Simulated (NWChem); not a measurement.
MgNH2F; SMILES [NH2][Mg][F]

```xyz
5

Mg     0.0000     0.0000    -0.0753
F      0.0000     0.0000    -1.8384
N      0.0000     0.0000     1.8044
H      0.0000    -0.8161     2.4092
H      0.0000     0.8161     2.4092
```
Atoms are numbered in this order, from 1.

Computed with NWChem. Structure relaxed at the PBE0/def2-SVP level. Ions are spin-unrestricted doublets at the neutral geometry; other ion states weren't tried.

**Question.** What does the run give for PBE0/def2-SVP? Quantities: vertical ionisation energy, ΔSCF (eV); −ε(HOMO) (eV).

**Answer.** 
| Property | Result |
|---|---|
| vertical ionisation energy, ΔSCF (eV) | 9.11 |
| −ε(HOMO) (eV) | 6.46 |
